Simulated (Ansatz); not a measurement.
Cost and result for the atomization energy of GaH₅O₃S, SMILES `[OH][Ga-]([OH])([OH])[SH2+]` (10 atoms, 9 bonds).

Cartesian coordinates in Å:
```
O 0.788 -0.989 1.414
Ga 0.575 0.120 0.015
O -0.118 1.752 0.339
O 1.594 -0.113 -1.440
S -1.686 -0.909 -0.775
H 1.518 -1.600 1.293
H -0.130 1.964 1.275
H 1.723 0.701 -1.931
H -1.987 -1.222 0.497
H -2.278 0.296 -0.688
```

Total charge 0; spin multiplicity 1. Correlated methods include outer-core shells of Ga, which these sets cover unevenly. Scalar relativity is left out up to krypton. All single points use the PBE0-D4/def2-TZVP geometry. It is one conformer, not always the lowest. Program: Ansatz. Hardware: A = 2 threads of an AMD EPYC 7R13 on a shared host; B = 2 threads of an AMD EPYC 7R13 on a shared host and a share of an NVIDIA H100 80 GB. Times are those of one run each, without the atoms' runs, and a repeat can differ threefold. Electronic energies, without spin–orbit coupling; frozen cores. CCSD(T)/CBS adds CCSD(T) − MP2 in def2-TZVPP to the MP2 limit, and its time is that of the two runs behind it. T1 = 0.013. With those shells the extrapolation isn't a true limit. B3LYP takes the VWN-RPA correlation (the form of Gaussian; ORCA's B3LYP/G).

CCSD(T)/CBS is a level of theory with its own doubt, some kJ/mol a heavy atom from the limit and from the frozen cores, so smaller differences don't rank the functionals.

```json
{"level": "PBE-D4/def2-TZVPP (with forces) [A]", "functions": "253", "wall time": "4.4 s", "atomization (kcal/mol)": "798.5", "difference from CCSD(T)/CBS": "1.7", "per bond": "0.2"}
{"level": "PBE0-D4/def2-TZVPP [A]", "functions": "253", "wall time": "6.5 s", "atomization (kcal/mol)": "774.8", "difference from CCSD(T)/CBS": "-22.0", "per bond": "-2.4"}
{"level": "r2SCAN-D4/def2-TZVPP (with forces) [A]", "functions": "253", "wall time": "8 s", "atomization (kcal/mol)": "790.0", "difference from CCSD(T)/CBS": "-6.8", "per bond": "-0.8"}
{"level": "B3LYP-D4/def2-TZVPP (with forces) [A]", "functions": "253", "wall time": "9.5 s", "atomization (kcal/mol)": "778.4", "difference from CCSD(T)/CBS": "-18.4", "per bond": "-2.0"}
{"level": "B2PLYP/def2-TZVPP [A]", "functions": "253", "wall time": "11 s", "atomization (kcal/mol)": "776.2", "difference from CCSD(T)/CBS": "-20.6", "per bond": "-2.3"}
{"level": "ωB97X-V/def2-TZVPP [A]", "functions": "253", "wall time": "13 s", "atomization (kcal/mol)": "789.2", "difference from CCSD(T)/CBS": "-7.6", "per bond": "-0.8"}
{"level": "ωB97M-V/def2-TZVPP (with forces) [A]", "functions": "253", "wall time": "19 s", "atomization (kcal/mol)": "788.3", "difference from CCSD(T)/CBS": "-8.5", "per bond": "-0.9"}
{"level": "MP2/def2-QZVPP [B]", "functions": "480", "wall time": "22 s", "atomization (kcal/mol)": "809.7", "difference from CCSD(T)/CBS": "12.9", "per bond": "1.4"}
{"level": "CCSD(T)/def2-TZVPP [B]", "functions": "253", "wall time": "27 s", "atomization (kcal/mol)": "773.5", "difference from CCSD(T)/CBS": "-23.3", "per bond": "-2.6"}
{"level": "CCSD(T)/CBS(def2)", "functions": "–", "wall time": "49 s", "atomization (kcal/mol)": "796.8", "difference from CCSD(T)/CBS": "0.0", "per bond": "0.0"}
```

From PBE to PBE0 (25 % exact exchange), in def2-TZVPP and without D4, the atomization energy moves by −22.9 kcal/mol: exact exchange takes away binding that semilocal exchange gives to molecules. The D4 term adds +8.5 kcal/mol with B3LYP and +4.5 kcal/mol with PBE0; it sums over pairs of atoms, weighted by their polarisabilities, and B3LYP, whose exchange is more repulsive, gets the larger term. In def2-TZVPP, CCSD(T) changes the Hartree–Fock value by +251.5 kcal/mol (the triples alone add +15.1 kcal/mol) and MP2 by +273.8 kcal/mol; breaking electron pairs costs correlation energy, which Hartree–Fock lacks.
